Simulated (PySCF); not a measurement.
Compound: C12H10.
Bonds: C1–C2 (aromatic), C2–C3 (aromatic), C3–C4 (aromatic), C4–C5, C5–C6 (aromatic), C6–C7 (aromatic), C7–C8 (aromatic), C8–C9 (aromatic), C9–C10 (aromatic), C4–C11 (aromatic), C11–C12 (aromatic), C1–C12 (aromatic), C5–C10 (aromatic). Hydrogens: H13 on C1; H14 on C2; H15 on C3; H16 on C6; H17 on C7; H18 on C8; H19 on C9; H20 on C10; H21 on C11; H22 on C12.

Method: PySCF 2.14.0, PBE0-D3(BJ)/def2-SVP geometry optimisation, gas phase; density fitting, grid level 1; the optimiser is geomeTRIC in internal coordinates, started from a GFN2-xTB structure with every atom displaced at random (about 0.01 Å).

Step 0: E = -12583.5543 eV
```
atom  x, y, z in Å  |  force x, y, z in eV/Å
C1      3.2066    0.0422   -0.2558   -2.549   1.416   0.871
C2      2.6345    1.1287    0.4342    0.054  -0.464  -0.141
C3      1.2523    1.2125    0.6130    2.234   0.682   0.336
C4      0.4605    0.2367    0.1044   -3.235  -0.688  -0.129
C5     -1.0311    0.3166    0.2910    1.218   0.275   0.689
C6     -1.5635    0.7069    1.5298    0.898  -0.067   0.051
C7     -2.9180    0.7800    1.7134   -0.446   0.291   0.369
C8     -3.7716    0.4955    0.6623   -1.723   0.244   1.086
C9     -3.2711    0.1196   -0.5414   -0.097  -0.518  -1.581
C10    -1.9043    0.0260   -0.7322   -0.140  -0.066  -0.281
C11     0.9782   -0.8357   -0.5826    1.119  -0.534  -0.588
C12     2.3611   -0.9144   -0.7643   -0.245  -1.325  -0.680
H13     4.2255    0.0128   -0.4119    2.539  -0.206  -0.330
H14     3.2671    1.9068    0.8420    0.272   0.272   0.099
H15     0.8461    2.0468    1.1499   -0.385   0.561   0.302
H16    -0.8941    0.9283    2.3637    0.074  -0.010  -0.013
H17    -3.3243    1.0828    2.6730   -0.086   0.036   0.266
H18    -4.8649    0.5587    0.8153    0.413  -0.002  -0.069
H19    -3.9373   -0.1189   -1.3791    0.019   0.073   0.120
H20    -1.5272   -0.2436   -1.7013    0.296  -0.208  -0.606
H21     0.3277   -1.6093   -0.9892   -0.062  -0.049   0.040
H22     2.7839   -1.7712   -1.3204   -0.169   0.286   0.190
```

Step 1: E = -12583.8349 eV
```
atom  x, y, z in Å  |  force x, y, z in eV/Å
C1      3.2067    0.0764   -0.2856    0.793  -0.171  -0.129
C2      2.6626    1.1181    0.4593    0.019   0.137   0.008
C3      1.2893    1.1891    0.6566   -0.365  -0.084  -0.010
C4      0.4268    0.2105    0.1228    0.387   0.182   0.174
C5     -1.0332    0.3038    0.3215   -0.159  -0.051  -0.136
C6     -1.5780    0.7220    1.5426   -0.062   0.026   0.018
C7     -2.9584    0.8242    1.7134    0.080   0.009   0.058
C8     -3.8218    0.5123    0.6678    0.149  -0.074  -0.256
C9     -3.2917    0.0922   -0.5577   -0.162   0.070   0.267
C10    -1.9174   -0.0135   -0.7251    0.160  -0.003  -0.022
C11     1.0020   -0.8443   -0.6007   -0.198  -0.037  -0.060
C12     2.3757   -0.9128   -0.8095    0.008   0.163   0.020
H13     4.3044    0.0313   -0.4574   -0.633   0.012   0.101
H14     3.3099    1.8977    0.8718   -0.018  -0.043  -0.019
H15     0.8572    2.0308    1.2078    0.059  -0.053  -0.027
H16    -0.9128    0.9528    2.3775    0.020  -0.004   0.009
H17    -3.3601    1.1444    2.6776   -0.001   0.007   0.010
H18    -4.9010    0.5975    0.7950   -0.083   0.003   0.033
H19    -3.9629   -0.1441   -1.3843   -0.020  -0.024  -0.072
H20    -1.5116   -0.3177   -1.6946   -0.009   0.012   0.049
H21     0.3518   -1.6296   -0.9945    0.019  -0.015  -0.019
H22     2.7987   -1.7332   -1.3910    0.015  -0.064   0.003
```

Q: Estimate the geometry and energy of step 2. (The exact step hangs on the optimiser's Hessian estimate; all steps are aligned on step 1, rigid shifts and turns removed.)

A: E = -12583.8442 eV, largest force 0.254 eV/Å
```
atom  x, y, z in Å  |  force x, y, z in eV/Å
C1      3.2210    0.0652   -0.2652   -0.111   0.027   0.022
C2      2.6612    1.1138    0.4639    0.106   0.102   0.068
C3      1.2843    1.1956    0.6506   -0.052  -0.109  -0.058
C4      0.4256    0.2248    0.1084    0.045   0.048  -0.003
C5     -1.0379    0.3150    0.3013    0.012  -0.002  -0.034
C6     -1.5698    0.7342    1.5282   -0.081   0.022   0.038
C7     -2.9473    0.8274    1.7159    0.076  -0.014  -0.020
C8     -3.8152    0.5012    0.6765   -0.068  -0.022  -0.081
C9     -3.3000    0.0810   -0.5514   -0.059   0.026   0.078
C10    -1.9249   -0.0116   -0.7376    0.068   0.006   0.068
C11     0.9932   -0.8279   -0.6238    0.055   0.102   0.055
C12     2.3721   -0.8999   -0.8042    0.094  -0.193  -0.136
H13     4.3057    0.0020   -0.4123   -0.159   0.006   0.020
H14     3.3071    1.8859    0.8886    0.005   0.018   0.009
H15     0.8574    2.0360    1.2037    0.028   0.000  -0.007
H16    -0.8941    0.9685    2.3544    0.003  -0.005  -0.008
H17    -3.3422    1.1478    2.6832   -0.006  -0.001  -0.010
H18    -4.8961    0.5742    0.8187    0.002  -0.001   0.008
H19    -3.9784   -0.1676   -1.3714    0.010   0.001   0.000
H20    -1.5253   -0.3175   -1.7075   -0.003   0.004   0.005
H21     0.3461   -1.6082   -1.0327    0.032   0.011  -0.003
H22     2.7936   -1.7319   -1.3734    0.002  -0.027  -0.009
```

The energy changes by -0.0093 eV. The first-order estimate −F·Δx gives -0.0236 eV and the mean of the old and new forces, exact on a quadratic surface, -0.0091 eV. The step makes an angle of 81° with the force vector and moves no atom by more than 0.054 Å.

What follows is the cost of the whole optimisation. On an Intel Xeon Platinum 8375C at 2.90 GHz with 2 threads, on a shared host, this took 2.4 min wall, 5.5 min CPU and 1.1 GiB of memory at its peak.
